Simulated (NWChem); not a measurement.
Program: NWChem. System: CH2ClF, charge 0, spin multiplicity 1, at a geometry optimised with B3LYP/def2-SVP. The structure started from a generated list of species. Level: CCSD(T)/6-311G** (spherical d), 7 core orbitals frozen.

Job file:

```
start mol
memory heap 100 mb stack 700 mb global 1900 mb
geometry units angstroms nocenter noautoz
  F      1.359425    -0.771305     0.000000
  C      0.696464     0.407504     0.000000
  Cl    -1.076711     0.149852     0.000000
  H      0.945243     0.974618     0.908980
  H      0.945243     0.974618    -0.908980
  symmetry group Cs
end
basis spherical
  * library 6-311g**
end
scf
  rhf
  nopen 0
  maxiter 100
  thresh 1e-7
  semidirect memsize 60000000 filesize 0
end
ccsd
  freeze core 7
  maxiter 60
end
task ccsd(t) energy
```

NWChem printed:

```
             Northwest Computational Chemistry Package (NWChem) 7.3.0
             --------------------------------------------------------

                                NWChem Input Module
                                -------------------

 Scaling coordinates for geometry "geometry" by  1.889725989
 (inverse scale =  0.529177249)

 Turning off AUTOSYM since
 SYMMETRY directive was detected!

                             Geometry "geometry" -> ""
                             -------------------------

 Output coordinates in angstroms (scale by  1.889725989 to convert to a.u.)

  No.       Tag          Charge          X              Y              Z
 ---- ---------------- ---------- -------------- -------------- --------------
    1 F                    9.0000     1.35942500    -0.77130500     0.00000000
    2 C                    6.0000     0.69646400     0.40750400     0.00000000
    3 Cl                  17.0000    -1.07671100     0.14985200     0.00000000
    4 H                    1.0000     0.94524300     0.97461800     0.90898000
    5 H                    1.0000     0.94524300     0.97461800    -0.90898000

 Effective nuclear repulsion energy (a.u.)     100.7458663818

            Nuclear Dipole moment (a.u.)
            ----------------------------
        X                 Y               Z
 ---------------- ---------------- ----------------
     0.0000151178    -0.0000018897     0.0000000000

      Symmetry information
      --------------------

 Group name             Cs
 Group number              2
 Group order               2
 No. of unique centers     4

      Symmetry unique atoms

     1    2    3    4


 Summary of "ao basis" -> "" (spherical)
 ------------------------------------------------------------------------------
       Tag                 Description            Shells   Functions and Types
 ---------------- ------------------------------  ------  ---------------------
 *                          6-311g**                  on all atoms

 Summary of "ao basis" -> "ao basis" (spherical)
 ------------------------------------------------------------------------------
[...]
 ccsd(t): done       27 out of       57 progress:   47.4%
 ccsd(t): done       28 out of       57 progress:   49.1%
 ccsd(t): done       29 out of       57 progress:   50.9%
 ccsd(t): done       30 out of       57 progress:   52.6%
 ccsd(t): done       31 out of       57 progress:   54.4%
 ccsd(t): done       32 out of       57 progress:   56.1%
 ccsd(t): done       33 out of       57 progress:   57.9%
 ccsd(t): done       34 out of       57 progress:   59.6%
 ccsd(t): done       35 out of       57 progress:   61.4%
 ccsd(t): done       36 out of       57 progress:   63.2%
 ccsd(t): done       37 out of       57 progress:   64.9%
 ccsd(t): done       38 out of       57 progress:   66.7%
 ccsd(t): done       39 out of       57 progress:   68.4%
 ccsd(t): done       40 out of       57 progress:   70.2%
 ccsd(t): done       41 out of       57 progress:   71.9%
 ccsd(t): done       42 out of       57 progress:   73.7%
 ccsd(t): done       43 out of       57 progress:   75.4%
 ccsd(t): done       44 out of       57 progress:   77.2%
 ccsd(t): done       45 out of       57 progress:   78.9%
 ccsd(t): done       46 out of       57 progress:   80.7%
 ccsd(t): done       47 out of       57 progress:   82.5%
 ccsd(t): done       48 out of       57 progress:   84.2%
 ccsd(t): done       49 out of       57 progress:   86.0%
 ccsd(t): done       50 out of       57 progress:   87.7%
 ccsd(t): done       51 out of       57 progress:   89.5%
 ccsd(t): done       52 out of       57 progress:   91.2%
 ccsd(t): done       53 out of       57 progress:   93.0%
 ccsd(t): done       54 out of       57 progress:   94.7%
 ccsd(t): done       55 out of       57 progress:   96.5%
 ccsd(t): done       56 out of       57 progress:   98.2%
 ccsd(t): done       57 out of       57 progress:  100.0%
 Time for integral evaluation pass     1        4.96
 Time for triples evaluation pass      1        7.84

 pseudo-e(mp4)  -0.14535161027237E-01
 pseudo-e(mp5)   0.75104264594228E-03
        e(t)    -0.13784118381295E-01

 --------------
 CCSD(T) Energy
 --------------
 Reference energy:                    -598.001865985077529

 CCSD corr. energy:                     -0.514963304523094
 T(CCSD) corr. energy:                  -0.014535161027237
 Total CCSD+T(CCSD) energy:           -598.531364450627848

 CCSD corr. energy:                     -0.514963304523094
 (T) corr. energy:                      -0.013784118381295
 Total CCSD(T) energy:                -598.530613407981946

 routine      calls  cpu(0)   cpu-min  cpu-ave  cpu-max   i/o
 aoccsd          1     0.03     0.03     0.03     0.03    0.00
 iterdrv         1     0.03     0.03     0.03     0.03    0.00
 pampt          11     0.18     0.18     0.18     0.18    0.00
 t2pm           11     0.35     0.35     0.35     0.35    0.00
 sxy            11     1.21     1.21     1.21     1.21    0.00
 ints      4723004    55.06    55.06    55.06    55.06    0.00
 t2eri        7326    13.78    13.78    13.78    13.78    0.00
 idx2         7326     2.11     2.11     2.11     2.11    0.00
 idx34          11     0.15     0.15     0.15     0.15    0.00
 ht2pm          11     0.37     0.37     0.37     0.37    0.00
 itm            11     2.00     2.00     2.00     2.00    0.00
 pdiis          11     0.04     0.04     0.04     0.04    0.00
 triples         1     0.00     0.00     0.00     0.00    0.00
 rdtrpo          1     0.02     0.02     0.02     0.02    0.00
 trpmos          1     4.96     4.96     4.96     4.96    0.00
 trpdrv          1     0.91     0.91     0.91     0.91    0.00
 dovvv       62700     3.50     3.50     3.50     3.50    0.00
 doooo       62700     0.99     0.99     0.99     0.99    0.00
 tengy       57000     2.36     2.36     2.36     2.36    0.00
 Total                88.06    88.06    88.06    88.06    0.00

 Task  times  cpu:       93.4s     wall:       93.4s

 Total times  cpu:       93.5s     wall:       93.5s
```
